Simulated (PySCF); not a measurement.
Two-component Hartree-Fock for C (carbon, neutral)

Start: [He] 2s1 2p2 3s1; 2s1/2 filled at m_j = +1/2; 2p3/2 filled at m_j = +1/2, +3/2; 3s1/2 filled at m_j = +1/2. Calculated with PySCF 2.14 in x2c-TZVPall-2c with one added diffuse shell each of s, p, d type (6s4p3d1f, 40 functions): generalised Hartree-Fock with the X2C-1e Hamiltonian and a Gaussian nucleus; one run each with spin-orbit coupling (SO) switched off, then screened by Boettger's factors. This is a chosen level, not necessarily the ground level.

| spinor shell | electrons | ε, spin-free (eV) | ε, screened SO (eV) | weight of nominal j (screened SO) | rms radius, screened SO (bohr) |
| --- | --- | --- | --- | --- | --- |
| 1s1/2 | 2 | -316.42 | -316.42 | 1.000 | 0.312 |
| 2s1/2 | 1 | -30.863 | -30.863 | 1.000 | 1.56 |
| 2p3/2 | 2 | -19.956 | -19.955 | 0.833 | 1.65 |
| 3s1/2 | 1 | -3.478 | -3.478 | 1.000 | 5.34 |

```csv
quantity,spin-free,screened SO
E (hartree),-37.30211,-37.30200
M_J,3,3
⟨J²⟩,12.004,12.004
⟨L²⟩,2.004,2.004
⟨S²⟩,6.000,6.000
```

Each row is a mean over spinors that exchange with the open shell spreads, by up to 3.383 eV (1s1/2).

Rows whose weight is well below 1 are mixtures of j = l ± 1/2: exchange outweighs spin-orbit coupling there, and the label is only the starting occupation.

Without spin-orbit coupling the j labels of p, d and f shells carry no meaning; the spin-free column gives the mean over the occupied spinors of each nl shell.
